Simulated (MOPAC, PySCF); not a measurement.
H4BIN2, SMILES `NB(N)I`, neutral singlet in the gas phase. 

Z-matrix (Å, degrees):
```
B
N 1 1.4031
H 2 1.0037 1 122.63
H 2 1.0069 3 114.26 1 -180.00
N 1 1.4031 2 125.05 3 -180.00
H 5 1.0037 1 122.63 2 180.00
H 5 1.0069 6 114.26 1 180.00
I 1 2.1806 2 117.47 3 0.00
```
Charge 0, spin multiplicity 1.

All levels are single points at this geometry (r2SCAN-D4/def2-TZVP); Pople sets use spherical d functions. Orbital energies aren't observables, and empty levels follow the basis.

| level | HOMO (eV) | LUMO (eV) | gap (eV) | dipole (D) | vertical IE, Delta-SCF (eV) |
|---|---|---|---|---|---|
| PBE-D3(BJ)/def2-TZVP in PySCF | -5.94 | -0.28 | 5.66 | 3.23 | – |
| r2SCAN-D4/def2-TZVP in PySCF | -6.24 | 0.21 | 6.45 | 3.33 | – |
| B3LYP/6-311+G** (LANL2DZ on I) in PySCF | -6.91 | -0.46 | 6.45 | 3.28 | – |
| B3LYP/LANL2DZ in PySCF | -6.73 | 0.98 | 7.71 | 3.72 | – |
| BP86/6-31G* (LANL2DZ on I) in PySCF | -5.77 | 0.27 | 6.04 | 3.70 | – |
| M06-2X/6-31G* (LANL2DZ on I) in PySCF | -7.89 | 2.00 | 9.89 | 3.70 | – |
| PBE/6-31G* (LANL2DZ on I) in PySCF | -5.66 | 0.35 | 6.01 | 3.69 | – |
| SVWN5/6-31G* (LANL2DZ on I) in PySCF | -5.77 | 0.21 | 5.98 | 3.71 | – |
| HF/6-31G* (LANL2DZ on I) in PySCF | -9.49 | 4.95 | 14.44 | 3.80 | 8.74 |
| AM1 in MOPAC | -10.00 | 0.43 | 10.43 | 3.06 | – |
| PM3 in MOPAC | -9.00 | 0.01 | 9.01 | 3.98 | – |
| PM6 in MOPAC | -9.36 | -0.86 | 8.50 | 3.77 | – |
| PM7 in MOPAC | -8.80 | -0.15 | 8.65 | 4.69 | – |
